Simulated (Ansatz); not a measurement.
Pb(CH3)F in a box, plane waves

Ansatz 0.2.0, DFT PBE, spin-orbit coupling, plane waves, PAW, molecule in a box. The geometry was relaxed with Gaussian bases (B3LYP; Pb def2-SVP with ECP60, C def2-SVP, H def2-SVP, F def2-SVP).

```yaml
crystal:
  lattice:
    - [13.13, 0.0, 0.0]
    - [0.0, 10.73, 0.0]
    - [0.0, 0.0, 11.13]
  atoms:
    - { symbol: Pb, position: [0.44348591, 0.48946132, 0.40431267] }
    - { symbol: C, position: [0.58910739, 0.48782293, 0.52299551] }
    - { symbol: H, position: [0.65709749, 0.46537558, 0.46908985] }
    - { symbol: H, position: [0.59913252, 0.58076887, 0.56378347] }
    - { symbol: H, position: [0.58021858, 0.4193849, 0.59603055] }
    - { symbol: F, position: [0.34272658, 0.4845657, 0.54819587] }
basis:
  ecutwfc: 420
  ecutrho_ratio: 4
kpoints:
  mp_grid: { grid: [1, 1, 1] }
hamiltonian:
  xc: pbe
scf:
  occupations: { method: gaussian, width: 0.01 }
output:
  forces: true
  eigenvalues: true
  populations: true
  write_density: true
  write_potential: true
  elf: true
  volumetric_format: npy
magnetization:
  noncollinear: true
  spin_orbit: true
```

Command:
```sh
ansatz run input.yaml --threads 2 --pin off --max-ram 5120MiB --backend cpu --events-out ev --progress --plain --runs-dir out
```
It took 9.8 s on 2 threads of Intel(R) Xeon(R) 6975P-C (Granite Rapids), with other jobs on the host, peak memory 1.9 GiB.

(1) How does the SCF go?

(2) Which levels lie next to the highest filled one (eV, counted from it)?

(3) What forces are left at this geometry, relaxed with Gaussian bases (eV/Å)?

The highest of the empty levels listed lie near the vacuum level and may be states of the box.

The forces come from the other functional as well as from the basis.

A frequency check found unstable modes (1, the lowest at -46 cm⁻¹), so the relaxed geometry is probably a saddle point.

Answers

(1) 
```
SCF iter   1: F=—  HF=-13056.854781 eV  |F-HF|=—  |Δ(HF+E_count)|=         —  Δρ=2.73e-2
preconditioner: auto → Resta (q_TF=auto, 1.395 Å⁻¹)  ε∞=1.1  [insulator: Δε(μ)=4.786 eV  Ē_g=10.919 eV  σ=0.010 eV  W_gap=1.00  n_
spin=Noncollinear: Resta preconditioning applied to the charge; magnetization (m_x, m_y, m_z) channels mix plain (no charge-respon
SCF iter   2: F=—  HF=-13051.879460 eV  |F-HF|=—  |Δ(HF+E_count)|=    4.98e0  Δρ=1.07e-2
SCF iter   3: F=—  HF=-13051.472598 eV  |F-HF|=—  |Δ(HF+E_count)|=   4.07e-1  Δρ=6.21e-3
...
SCF iter   5: F=—  HF=-13051.352026 eV  |F-HF|=—  |Δ(HF+E_count)|=   8.63e-3  Δρ=6.12e-4
SCF iter   6: F=—  HF=-13051.351150 eV  |F-HF|=—  |Δ(HF+E_count)|=   8.76e-4  Δρ=1.79e-4
SCF iter   7: F=—  HF=-13051.351182 eV  |F-HF|=—  |Δ(HF+E_count)|=   3.18e-5  Δρ=5.19e-5
SCF iter   8: F=—  HF=-13051.351163 eV  |F-HF|=—  |Δ(HF+E_count)|=   1.89e-5  Δρ=1.00e-5
SCF iter   9: F=-13051.351163 eV  HF=-13051.351163 eV  |F-HF|=1.29e-8  |Δ(HF+E_count)|=   3.19e-7  Δρ=2.01e-6
```

(2) Filled: -3.80, -3.80, -2.41, -2.41, -2.19, -2.19, -2.07, -2.07, 0.00, 0.00. Empty: 2.38, 2.38, 4.43, 4.43, 5.04, 5.04, 5.30, 5.30.

(3) 
```
Pb   0.34  0.00 -0.02
C    0.01  0.01  0.04
H   -0.15  0.02  0.04
H   -0.07 -0.10 -0.09
H   -0.06  0.07 -0.13
F   -0.07 -0.01  0.16
```
